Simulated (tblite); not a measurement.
H11NOSi4.
Atom-mapped SMILES: `[OH:1][Si@@H:2]([SiH3:3])[SiH2:4][NH:5][SiH3:6]` (hydrogens: H7 on O1; H8 on Si2; H9, H10, H11 on Si3; H12, H13 on Si4; H14 on N5; H15, H16, H17 on Si6)

The geometry is computed with GFN2-xTB (gas phase).

Question: Give the optimised bond lengths and angles.

Answer: 
| bond | length (Å) | order |
| --- | --- | --- |
| O1–Si2 | 1.644 | single |
| Si2–Si3 | 2.321 | single |
| Si2–Si4 | 2.299 | single |
| Si4–N5 | 1.744 | single |
| N5–Si6 | 1.727 | single |
| O1–H7 | 0.953 | single |
| Si2–H8 | 1.486 | single |
| Si3–H9 | 1.474 | single |
| Si3–H10, Si3–H11 | 1.467 | single |
| Si4–H12 | 1.479 | single |
| Si4–H13 | 1.474 | single |
| N5–H14 | 1.007 | single |
| Si6–H15, Si6–H16, Si6–H17 | 1.465 | single |

Bonds in one row agree within 0.01 Å and their mean is given. Orders are formal, as drawn. A selection of angles:
| angle | degrees |
| --- | --- |
| Si2–O1–H7 | 122.9 |
| O1–Si2–Si3 | 110.4 |
| O1–Si2–Si4 | 99.2 |
| O1–Si2–H8 | 105.5 |
| Si3–Si2–Si4 | 120.2 |
| Si3–Si2–H8 | 107.3 |
| Si4–Si2–H8 | 113.0 |
| Si2–Si3–H9 | 114.4 |
| Si2–Si3–H10 | 112.1 |
| H9–Si3–H10 | 105.9 |
| H9–Si3–H11 | 103.9 |
| Si2–Si4–N5 | 106.7 |
| Si2–Si4–H12 | 116.3 |
| Si2–Si4–H13 | 115.4 |
| N5–Si4–H12 | 109.6 |
| N5–Si4–H13 | 103.1 |
| H12–Si4–H13 | 104.9 |
| Si4–N5–Si6 | 130.4 |
| Si4–N5–H14 | 112.9 |
| Si6–N5–H14 | 112.8 |
| N5–Si6–H15 | 106.5 |
| N5–Si6–H16 | 106.1 |
| N5–Si6–H17 | 112.6 |
| H15–Si6–H16 | 112.5 |
| H15–Si6–H17 | 109.8 |

Torsions: O1–Si2–Si4–N5 -168° (antiperiplanar); Si2–Si4–N5–Si6 -51° (synclinal); H7–O1–Si2–Si3 56° (synclinal).

The Si–Si distances run from 2.299 Å (Si2–Si4, drawn single) to 2.321 Å (Si2–Si3, drawn single), a spread of 0.022 Å. Of the pairs four or more bonds apart, Si2···H15 is among the closest relative to their van der Waals radii: 3.25 Å, 99 % of the sum of Bondi's values. N5 (nitrogen bridging silicon atoms) is almost planar (angles 130.4°, 112.9° and 112.8°, sum 356.1°, 0.16 Å off the plane of its three neighbours). Si4 (SiH2 silicon) is distorted tetrahedral (angles from 103.1° to 116.3°). Si2 (oxygen-bound silicon) is distorted tetrahedral (angles from 99.2° to 120.2°). O1 (silanol oxygen) is bent (angle 122.9°). Si3 (SiH3 silicon) is distorted tetrahedral (angles from 103.9° to 114.4°).

Point group: C1 (no symmetry element, even within 0.4 Å). Its GFN2-xTB frequencies are all real (lowest 30 cm⁻¹). One conformer, not necessarily the lowest (H–O1–Si2–Si3 56°, O1–Si2–Si4–N5 -168°, Si2–Si4–N5–Si6 -51°).

The run took 3.5 s on one thread of an Arm Neoverse N1, shared host. This is the geometry optimisation.
